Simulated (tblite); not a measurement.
Here is a computed GFN2-xTB geometry (Å):
```
atom  x, y, z in Å
C1     2.4888   -0.8379   -0.5069
C2     2.0485    0.3766    0.2189
S3     3.1537    1.5060    0.9034
N4     1.8961    2.4331    1.4788
N5     0.7721    1.9603    1.1988
C6     0.7693    0.8104    0.4953
Si7   -0.8953    0.0394    0.0233
C8    -0.8541   -1.8384    0.3687
C9    -1.1917    0.3540   -1.8364
C10   -2.2139    0.8900    1.0950
H11    3.4929   -0.7078   -0.9032
H12    1.8048   -1.0542   -1.3243
H13    2.4952   -1.6954    0.1669
H14   -0.2019   -2.3689   -0.3179
H15   -0.5122   -2.0488    1.3779
H16   -1.8474   -2.2642    0.2661
H17   -0.4137   -0.0856   -2.4544
H18   -1.2181    1.4178   -2.0526
H19   -2.1391   -0.0698   -2.1547
H20   -2.1192    1.9694    1.0362
H21   -3.2178    0.6210    0.7808
H22   -2.1073    0.6123    2.1393
```

Charge 0, singlet.

Which heavy atoms are bonded, and with what formal order?

C1–C2 1.48 Å (single); C2–S3 1.72 Å (aromatic); S3–N4 1.66 Å (aromatic); N4–N5 1.25 Å (aromatic); N5–C6 1.35 Å (aromatic); C6–Si7 1.89 Å (single); Si7–C8 1.91 Å (single); Si7–C9 1.91 Å (single); Si7–C10 1.90 Å (single); C2–C6 1.38 Å (aromatic). Bonds to hydrogen (Å): C1–H11 1.09; C1–H12 1.09; C1–H13 1.09; C8–H14 1.09; C8–H15 1.09; C8–H16 1.09; C9–H17 1.09; C9–H18 1.09; C9–H19 1.09; C10–H20 1.09; C10–H21 1.09; C10–H22 1.09. The orders are those of one drawing; other resonance forms can be drawn.

Write the SMILES.

`Cc1snnc1[Si](C)(C)C`, C6H12N2SSi. Among its features: pyridine-type ring nitrogen, aromatic ring with sulfur and C–Si bond.

Name the point group.

C1 (no symmetry element, even within 0.4 Å).

Which rings does it hold (smallest set)?

C2–S3–N4–N5–C6 (5 members, 0.00 Å rms from planarity).

Describe the place of each heavy atom.

C1: benzylic-type carbon; C2: substituted aromatic carbon; S3: ring sulfur; N4: pyridine-type nitrogen; N5: pyridine-type nitrogen; C6: substituted aromatic carbon; Si7: four-coordinate silicon; C8/C9/C10: Si-methyl carbon.

What is the arrangement about N5?

It has 2 neighbours (N4, C6) and is bent (angle 116.2°).

What is the arrangement about C2?

It has 3 neighbours (C1, S3, C6) and is planar (angles 129.2°, 122.8° and 108.0°, sum 360.0°, 0.01 Å off the plane of its three neighbours).
